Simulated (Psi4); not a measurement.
CH₄BClO₂ (SMILES COB(O)Cl), singlet, geometry from GFN2-xTB; PBE0/pcseg-1 in Psi4 1.11.

The Psi4 input:
```
memory 2 GB

molecule mol {
0 1
B     0.086691    0.207669    0.075635
Cl   -0.210445   -0.383211    1.699327
O     0.615222    1.431043   -0.128550
H     0.818474    1.956229    0.645136
O    -0.244043   -0.629222   -0.907737
C    -0.083110   -0.341222   -2.285902
H     0.574232   -1.098895   -2.714317
H    -1.064089   -0.398602   -2.759286
H     0.344724    0.650268   -2.432555
}

set {
  basis pcseg-1
  reference rks
}

energy('pbe0')
print_variables()
```

### Question
Write the output that Psi4 gives for this input, abridged.

### Answer

```
   => Loading Basis Set <=

    Name: PCSEG-1
    Role: ORBITAL
    Keyword: BASIS

         ---------------------------------------------------------
                                   SCF
               by Justin Turney, Rob Parrish, Andy Simmonett
                          and Daniel G. A. Smith
                              RKS Reference
         ---------------------------------------------------------

  ==> Geometry <==

    Molecular point group: c1
    Full point group: C1

    Geometry (in Angstrom), charge = 0, multiplicity = 1:

       Center              X                  Y                   Z               Mass
    ------------   -----------------  -----------------  -----------------  -----------------
         B            0.095056448343     0.221138093323    -0.019389321577    11.009305360000
         CL          -0.202079551657    -0.369741906677     1.604302678423    34.968852682000
         O            0.623587448343     1.444512093323    -0.223574321577    15.994914619570
         H            0.826839448343     1.969698093323     0.550111678423     1.007825032230
         O           -0.235677551657    -0.615752906677    -1.002761321577    15.994914619570
         C           -0.074744551657    -0.327752906677    -2.380926321577    12.000000000000
         H            0.582597448343    -1.085425906677    -2.809341321577     1.007825032230
         H           -1.055723551657    -0.385132906677    -2.854310321577     1.007825032230
         H            0.353089448343     0.663737093323    -2.527579321577     1.007825032230

  Running in c1 symmetry.

  Rotational constants: A =      0.27027  B =      0.08438  C =      0.06510 [cm^-1]
  Rotational constants: A =   8102.42347  B =   2529.77847  C =   1951.68879 [MHz]
  Nuclear repulsion =  212.701956276023935

  Charge       = 0
  Multiplicity = 1
  Electrons    = 48
  Nalpha       = 24
  Nbeta        = 24

  ==> Algorithm <==

  SCF Algorithm Type is DF.
  DIIS enabled.
  MOM disabled.
  Fractional occupation disabled.
  Guess Type is SAD.
  Energy threshold   = 1.00e-06
  Density threshold  = 1.00e-06
  Integral threshold = 1.00e-12

  ==> Primary Basis <==

  Basis Set: PCSEG-1
    Blend: PCSEG-1
    Number of shells: 44
    Number of basis functions: 94
    Number of Cartesian functions: 99
    Spherical Harmonics?: true
    Max angular momentum: 2

  ==> DFT Potential <==

   => LibXC <=

    Version 7.1.2
[...]
   @DF-RKS iter   4:  -675.69500258007656   -4.99430e-03   3.01776e-04 DIIS/ADIIS
   @DF-RKS iter   5:  -675.69528821489030   -2.85635e-04   1.28015e-04 DIIS/ADIIS
   @DF-RKS iter   6:  -675.69534097446297   -5.27596e-05   3.52691e-05 DIIS
   @DF-RKS iter   7:  -675.69534519657725   -4.22211e-06   7.64849e-06 DIIS
   @DF-RKS iter   8:  -675.69534542271026   -2.26133e-07   1.31142e-06 DIIS
   @DF-RKS iter   9:  -675.69534543057341   -7.86315e-09   1.92402e-07 DIIS
  Energy and wave function converged.

  ==> Post-Iterations <==

   Electrons on quadrature grid:
      Ntotal   =   47.9999883474 ; deviation = -1.165e-05

    Orbital Energies [Eh]
    ---------------------

    Doubly Occupied:

[...]
    Virtual:

[...]
      94A      3.604075

    Final Occupation by Irrep:
              A
    DOCC [    24 ]
    NA   [    24 ]
    NB   [    24 ]

  @DF-RKS Final Energy:  -675.69534543057341

   => Energetics <=

    Nuclear Repulsion Energy =            212.7019562760239353
    One-Electron Energy =               -1352.5683146463518369
    Two-Electron Energy =                 506.6578712318838598
    DFT Exchange-Correlation Energy =     -42.4868582921294475
    Empirical Dispersion Energy =           0.0000000000000000
    VV10 Nonlocal Energy =                  0.0000000000000000
    Total Energy =                       -675.6953454305734112

Computation Completed

Properties will be evaluated at   0.000000,   0.000000,   0.000000 [a0]

Properties computed using the SCF density matrix

 Multipole Moments:

 ------------------------------------------------------------------------------------
     Multipole            Electronic (a.u.)      Nuclear  (a.u.)        Total (a.u.)
 ------------------------------------------------------------------------------------

 L = 1.  Multiply by 2.5417464519 to convert [e a0] to [Debye]
 Dipole X            :         -0.4639788            0.7588092            0.2948304
 Dipole Y            :         -0.5726855            1.2217277            0.6490423
 Dipole Z            :          7.9854213           -8.6193497           -0.6339284
 Magnitude           :                                                    0.9539633

 ------------------------------------------------------------------------------------

  Variable Map:
  ----------------------------------------------------------------------------
[...]
  Array Variable Map:
  ----------------------------------------------------------------------------
[...]
[...]
```
